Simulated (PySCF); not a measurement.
## Partial charges of `N#C[C@@H]1C[SiH2][C@]12C[C@H]2O`

Compound: C6H9NOSi.
Numbering: `[N:1]#[C:2][C@@H:3]1[CH2:4][SiH2:5][C@:6]12[CH2:7][C@H:8]2[OH:9]` (hydrogens: H10 on C3; H11, H12 on C4; H13, H14 on Si5; H15, H16 on C7; H17 on C8; H18 on O9)

Geometry (GFN2-xTB, Å), atoms numbered from 1 in this order:
```xyz
18
C6H9NOSi angstrom
N     -1.6332   -2.0952   -1.9799
C     -1.3876   -1.5010   -1.0326
C     -1.0661   -0.7294    0.1325
C     -2.0005    0.4962    0.3208
Si    -0.5129    1.7149    0.3374
C      0.2677    0.0214    0.0077
C      1.3642   -0.3466   -0.9565
C      1.5680   -0.5115    0.5180
O      2.3790    0.3845    1.2122
H     -1.0772   -1.3942    1.0022
H     -2.6856    0.6136   -0.5171
H     -2.6021    0.4257    1.2238
H     -0.4334    2.6575   -0.7768
H     -0.2089    2.3225    1.6266
H      1.8822    0.4640   -1.4485
H      1.2457   -1.2319   -1.5646
H      1.5919   -1.5261    0.9172
H      3.3002    0.2418    0.9658
```

Density: PBE0/pcSseg-1 (PySCF); schemes: Mulliken, IAO, Hirshfeld and ESP-fitted. Geometry: GFN2-xTB, one conformer, isolated molecule.

Give the atomic charges in each scheme.

In e:

```tsv
atom	environment	Mulliken	IAO	Hirshfeld	ESP-fitted
N1	nitrile nitrogen	-0.256	-0.261	-0.235	-0.470
C2	nitrile carbon	+0.142	+0.141	+0.086	+0.317
C3	sp3 carbon next to a nitrile	-0.218	-0.144	-0.005	+0.036
C4	sp3 carbon bound to silicon	-0.425	-0.531	-0.152	-0.512
Si5	SiH2 silicon	+0.736	+0.759	+0.362	+0.509
C6	sp3 carbon bound to silicon	-0.542	-0.267	-0.087	+0.082
C7	three-membered-ring carbon	-0.108	-0.307	-0.100	-0.532
C8	carbinol carbon (C–OH)	+0.147	+0.076	+0.023	+0.151
O9	alcohol oxygen	-0.427	-0.536	-0.217	-0.638
H10	methine hydrogen	+0.161	+0.172	+0.062	+0.076
H11	methylene hydrogen	+0.160	+0.162	+0.044	+0.163
H12	methylene hydrogen	+0.151	+0.156	+0.043	+0.143
H13	Si–H hydrogen	-0.078	-0.114	-0.069	-0.114
H14	Si–H hydrogen	-0.065	-0.107	-0.067	-0.096
H15	methylene hydrogen	+0.129	+0.153	+0.049	+0.188
H16	methylene hydrogen	+0.146	+0.160	+0.048	+0.189
H17	methine hydrogen	+0.112	+0.131	+0.044	+0.070
H18	hydroxyl hydrogen	+0.234	+0.358	+0.172	+0.440
```

Mean size of the charges over all atoms: ESP-fitted 0.262 e, IAO 0.252 e, Mulliken 0.235 e, Hirshfeld 0.104 e. Each set sums to the total charge, 0, to within 0.001 e. The IAO scheme projects the occupied orbitals on a minimal set of polarised atomic orbitals and counts the electrons in each atom's part of it. The ESP scheme fits charges at the nuclei, held to the total charge, to the electrostatic potential on points at 1.4 to 2.0 times the van der Waals radii.

Lowest charge. The schemes don't all agree: Mulliken C6 (-0.542); IAO O9 (-0.536); Hirshfeld N1 (-0.235); ESP-fitted O9 (-0.638).

Highest charge. All schemes agree: Mulliken Si5 (+0.736); IAO Si5 (+0.759); Hirshfeld Si5 (+0.362); ESP-fitted Si5 (+0.509).

How closely do the schemes follow one another over all atoms?

Correlation coefficient and root-mean-square difference: IAO with Hirshfeld 0.95, 0.184 e; Mulliken with IAO 0.95, 0.097 e; Mulliken with Hirshfeld 0.90, 0.181 e; Hirshfeld with ESP-fitted 0.90, 0.212 e; IAO with ESP-fitted 0.90, 0.145 e; Mulliken with ESP-fitted 0.75, 0.220 e.

Sum the charges by element, for elements with more than one atom.

```json
{"element": "C", "atoms": "6", "Mulliken": "-1.004", "IAO": "-1.032", "Hirshfeld": "-0.236", "ESP-fitted": "-0.458"}
{"element": "H", "atoms": "9", "Mulliken": "+0.951", "IAO": "+1.070", "Hirshfeld": "+0.327", "ESP-fitted": "+1.058"}
```
